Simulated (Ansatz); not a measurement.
Ansatz (a first-principles code) input file for TiCl3, SMILES [Cl][Ti+]([Cl])[Cl], charge +1, multiplicity 1, CAM-B3LYP/def2-SVPD. Geometry optimised at PBE0-D3(BJ)/def2-SVP. The multiplicity is an assumed one; other spin states were not compared. The isomer is the one that the SMILES or the coordinates give; other isomers of the formula were not compared.

Ansatz 0.2 input:
```yaml
crystal:
  periodic: [false, false, false]
  atoms:
    - {symbol: Ti, position_ang: [0.00000000, -0.00000000, 0.48180857]}
    - {symbol: Cl, position_ang: [1.71342110, 0.98924413, -0.20783899]}
    - {symbol: Cl, position_ang: [0.00000001, -1.97848827, -0.20783899]}
    - {symbol: Cl, position_ang: [-1.71342111, 0.98924413, -0.20783899]}
basis:
  gaussian:
    orbitals: def2-SVPD
hamiltonian:
  xc: {name: CAM-B3LYP}
total_charge: 1
```

Log of the run:

```
WARN ansatz: RAYON_NUM_THREADS=1 ignored (pool sized by the plan → 1); use --threads N
Functional definition: CAM-B3LYP
integrals: 0.08 GiB planned
1093 factors; integrals over basis functions are off by at most 9.2e-4 eV
integrals: 0.15 GiB planned
360 factors; integrals over basis functions are off by at most 2.4e-5 eV
mean field: 0.75 GiB planned
mean field evaluation 1: about -60659.3765 eV, gradient 5.0e1 eV
mean field evaluation 2: about -60390.8707 eV, gradient 3.8e2 eV
mean field evaluation 4: about -60666.4367 eV, gradient 1.2e1 eV
mean field evaluation 8: about -60666.7890 eV, gradient 7.4e-2 eV
mean field evaluation 16: about -60666.7890 eV, gradient 1.1e-4 eV
mean field -60666.78902507 eV, -2229.4633752449 hartree, gradient 2.9e-5 eV, S^2 0.000000; 0 other end points of the search recorded, 0 dependent functions left out
reference -60666.78916106 eV, -2229.4633802423 hartree; 36, 36 occupied and 79, 79 virtual orbitals, 1093 factors
Total energy: -60666.78916106 eV, -2229.4633802423 hartree
```

The calculation finished and met its thresholds.

Cost: very roughly 5 core-seconds.
